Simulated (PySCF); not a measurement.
# How the method changes the constants of MgAs

State: ⁴Σ⁻ (quartet), unpaired electrons σ ↑, π ↑↑. Set-up: basis Mg def2-SVP, As def2-SVP; no relativity; PySCF 2.14. De refers to Mg + As in their high-spin ground configurations, without counterpoise correction. The functionals are run spin-unrestricted. A positive dipole means Mg(−)As(+).

```json
{"Level": "UHF", "Re (Å)": "2.669", "ωe (cm⁻¹)": "233", "De (eV)": "0.188", "μ (D)": "-2.09", "CPU s a point (SCF and correlation, without the integrals)": "0.095"}
{"Level": "UHF-MP2", "Re (Å)": "2.660", "ωe (cm⁻¹)": "249", "De (eV)": "0.353", "μ (D)": "n/a", "CPU s a point (SCF and correlation, without the integrals)": "0.15"}
{"Level": "UHF-SCS-MP2", "Re (Å)": "2.678", "ωe (cm⁻¹)": "239", "De (eV)": "0.258", "μ (D)": "n/a", "CPU s a point (SCF and correlation, without the integrals)": "n/a"}
{"Level": "UHF-CCSD", "Re (Å)": "2.720", "ωe (cm⁻¹)": "201", "De (eV)": "0.199", "μ (D)": "n/a", "CPU s a point (SCF and correlation, without the integrals)": "n/a"}
{"Level": "UHF-CCSD(T)", "Re (Å)": "2.717", "ωe (cm⁻¹)": "208", "De (eV)": "0.261", "μ (D)": "n/a", "CPU s a point (SCF and correlation, without the integrals)": "4.3"}
{"Level": "PBE", "Re (Å)": "2.683", "ωe (cm⁻¹)": "234", "De (eV)": "0.81", "μ (D)": "-1.17", "CPU s a point (SCF and correlation, without the integrals)": "0.53"}
{"Level": "PBEsol", "Re (Å)": "2.657", "ωe (cm⁻¹)": "244", "De (eV)": "0.92", "μ (D)": "-1.26", "CPU s a point (SCF and correlation, without the integrals)": "0.36"}
{"Level": "revPBE", "Re (Å)": "2.702", "ωe (cm⁻¹)": "228", "De (eV)": "0.72", "μ (D)": "-1.23", "CPU s a point (SCF and correlation, without the integrals)": "0.36"}
{"Level": "r²SCAN", "Re (Å)": "2.650", "ωe (cm⁻¹)": "253", "De (eV)": "0.93", "μ (D)": "-1.62", "CPU s a point (SCF and correlation, without the integrals)": "0.76"}
{"Level": "PBE0", "Re (Å)": "2.658", "ωe (cm⁻¹)": "243", "De (eV)": "0.74", "μ (D)": "-1.47", "CPU s a point (SCF and correlation, without the integrals)": "0.81"}
{"Level": "B97-3", "Re (Å)": "2.679", "ωe (cm⁻¹)": "236", "De (eV)": "0.68", "μ (D)": "-1.53", "CPU s a point (SCF and correlation, without the integrals)": "0.41"}
{"Level": "CAM-B3LYP", "Re (Å)": "2.641", "ωe (cm⁻¹)": "246", "De (eV)": "0.62", "μ (D)": "-1.55", "CPU s a point (SCF and correlation, without the integrals)": "0.79"}
```

The bond length runs from 2.641 Å (CAM-B3LYP) to 2.720 Å (UHF-CCSD). De spans 0.19 eV (UHF, mean field) to 0.93 eV (r²SCAN, meta-GGA). Correlation at CCSD(T) changes the Hartree–Fock bond energy by +0.07 eV; the triples alone change it by +0.06 eV.

Correlated steps freeze 10 core orbitals. Correlated levels converge slowly with the basis: in double zeta they bind strong bonds too weakly, by up to about 1 eV, and carry superposition errors of some tenths. Spin–orbit coupling is left out. The state was picked by a PBE0 search and need not be the measured ground state.

The whole job (state search and all levels along the bond) took about 1.9 min on 1 thread of Intel Xeon 6975P-C (shared host), peak memory 0.61 GiB.
